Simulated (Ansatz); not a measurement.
C₂H₈OSeSi (`CO[SiH](C)[SeH]`), relaxed with RKS PBE0-D4/def2-TZVP in Ansatz 0.2.0 from a GFN2-xTB geometry. The force threshold is 0.005 eV/Å; the program also tests the step.

The species carries charge 0 and has multiplicity 1.

Start:

```xyz
13

C     2.139   -0.726   -0.167
O     1.093    0.024    0.374
Si   -0.310    0.419   -0.318
C    -1.442    0.949    1.096
Se   -1.104   -1.466   -1.394
H     1.754   -1.587   -0.723
H     2.763   -1.080    0.654
H     2.738   -0.111   -0.842
H    -0.142    1.431   -1.365
H    -2.413    1.237    0.709
H    -1.587    0.151    1.818
H    -1.024    1.803    1.618
H    -2.466   -1.044   -1.460
```

```json
{"step": "1", "energy (eV)": "-77467.0405", "largest force (eV/Å)": "1.134", "largest move (Å)": "0.000"}
{"step": "2", "energy (eV)": "-77467.1050", "largest force (eV/Å)": "0.358", "largest move (Å)": "0.123"}
{"step": "3", "energy (eV)": "-77467.1204", "largest force (eV/Å)": "0.225", "largest move (Å)": "0.067"}
{"step": "4 (rejected)", "energy (eV)": "-77467.1201", "largest force (eV/Å)": "0.407", "largest move (Å)": "0.144"}
{"step": "5", "energy (eV)": "-77467.1294", "largest force (eV/Å)": "0.110", "largest move (Å)": "0.072"}
{"step": "6", "energy (eV)": "-77467.1369", "largest force (eV/Å)": "0.142", "largest move (Å)": "0.099"}
{"step": "7", "energy (eV)": "-77467.1404", "largest force (eV/Å)": "0.134", "largest move (Å)": "0.062"}
{"step": "8", "energy (eV)": "-77467.1451", "largest force (eV/Å)": "0.262", "largest move (Å)": "0.131"}
{"step": "9", "energy (eV)": "-77467.1464", "largest force (eV/Å)": "0.404", "largest move (Å)": "0.131"}
{"step": "10", "energy (eV)": "-77467.1604", "largest force (eV/Å)": "0.103", "largest move (Å)": "0.200"}
{"step": "11", "energy (eV)": "-77467.1687", "largest force (eV/Å)": "0.083", "largest move (Å)": "0.200"}
{"step": "13", "energy (eV)": "-77467.1777", "largest force (eV/Å)": "0.199", "largest move (Å)": "0.085"}
{"step": "15 (rejected)", "energy (eV)": "-77467.1778", "largest force (eV/Å)": "0.725", "largest move (Å)": "0.195"}
{"step": "17", "energy (eV)": "-77467.1916", "largest force (eV/Å)": "0.225", "largest move (Å)": "0.098"}
{"step": "19", "energy (eV)": "-77467.2033", "largest force (eV/Å)": "0.079", "largest move (Å)": "0.200"}
{"step": "21 (rejected)", "energy (eV)": "-77467.2062", "largest force (eV/Å)": "0.089", "largest move (Å)": "0.013"}
{"step": "23", "energy (eV)": "-77467.2079", "largest force (eV/Å)": "0.023", "largest move (Å)": "0.069"}
{"step": "25", "energy (eV)": "-77467.2085", "largest force (eV/Å)": "0.008", "largest move (Å)": "0.031"}
{"step": "27", "energy (eV)": "-77467.2087", "largest force (eV/Å)": "0.030", "largest move (Å)": "0.017"}
{"step": "29", "energy (eV)": "-77467.2089", "largest force (eV/Å)": "0.010", "largest move (Å)": "0.014"}
{"step": "31", "energy (eV)": "-77467.2090", "largest force (eV/Å)": "0.003", "largest move (Å)": "0.005"}
```

End:

```xyz
13

C     1.996   -0.717   -0.296
O     0.992   -0.088    0.466
Si   -0.474    0.340   -0.131
C    -1.448    1.022    1.288
Se   -1.611   -1.446   -1.008
H     1.659   -1.693   -0.662
H     2.868   -0.863    0.344
H     2.292   -0.102   -1.154
H    -0.294    1.305   -1.250
H    -2.405    1.418    0.942
H    -1.643    0.245    2.031
H    -0.890    1.825    1.774
H    -1.041   -1.245   -2.345
```

Run time 47 s (2 threads of an AMD EPYC 7R13 on a shared host and a share of an NVIDIA H100 80 GB); peak host memory 0.92 GiB.
